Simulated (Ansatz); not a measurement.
**Four-centre ligand exchange**

Start structure (CH7FGe, singlet), relaxed at PBE0-D4/def2-TZVP:

```
10
angstrom
Ge -0.5798 0.6086 -0.6553
C 0.8883 -0.6666 -0.5647
H -0.2944 1.7485 -1.6453
H -0.7782 1.2821 0.7326
H -1.9086 -0.0712 -1.0180
H -0.5077 0.2531 2.0893
F -0.3318 -0.4213 2.7022
H 1.0160 -1.1578 -1.5299
H 1.8157 -0.1549 -0.3056
H 0.6806 -1.4205 0.1948
```

The step: CH₆Ge ([CH3][GeH3]) + HF → GeH₃F ([F][GeH3]) + CH₄; bonds formed: Ge1–F7, C2–H6; bonds broken: Ge1–C2, H6–F7. Computed with Ansatz 0.2.0 (basis: def2-TZVPP and def2-QZVPP); correlated methods freeze the cores. Filled d shells of the heavier atoms are correlated. The def2 sets are not built for correlating such inner shells, so the correlated values are less sure here. Extrapolation: Hartree–Fock as exp(−7.88 √X), correlation as X^−2.97. Energies below are by CCSD(T) at an estimated basis limit (MP2 extrapolated from triple and quadruple zeta, plus CCSD(T) − MP2 in triple zeta).

(1) What are the electronic barrier and the energy of the step, from the start structure to the end structure? (Judge from chemistry; the value comes from the calculation.)

T1 diagnostic: at most 0.013.

Answers

(1) Computed: Barrier 193.7 kJ/mol; step energy -60.5 kJ/mol (downhill); reverse barrier, their difference, 254.2 kJ/mol. Barrier and step energy count from the start structure, the reverse barrier from the end structure.

The saddle point: One imaginary mode of 1011i cm⁻¹.
```json
{"pair": "Ge1–F7", "start (Å)": "3.52", "saddle (Å)": "2.09", "end (Å)": "1.74"}
{"pair": "C2–H6", "start (Å)": "3.14", "saddle (Å)": "1.30", "end (Å)": "1.09"}
{"pair": "Ge1–C2", "start (Å)": "1.95", "saddle (Å)": "2.28", "end (Å)": "4.17"}
{"pair": "H6–F7", "start (Å)": "0.93", "saddle (Å)": "1.25", "end (Å)": "2.58"}
```

Zero-point energy (harmonic, PBE0-D4): ZPE is 186.2 kJ/mol at the start and 179.5 kJ/mol at the saddle, so the barrier goes from 193.7 to 187.0 kJ/mol.

Labels in which every atom is bracketed show which atoms are joined, not bond orders.

For scale, one of the runs: CCSD(T)/def2-TZVPP, 208 basis functions, launched by `ansatz run in.yaml --threads 4 --pin off --events-out ev --progress --plain --max-ram 9574MiB`. The run took 57 s on 4 CPU threads of an Arm Neoverse V2 (shared host), with 2.9 GiB of host memory at its peak.
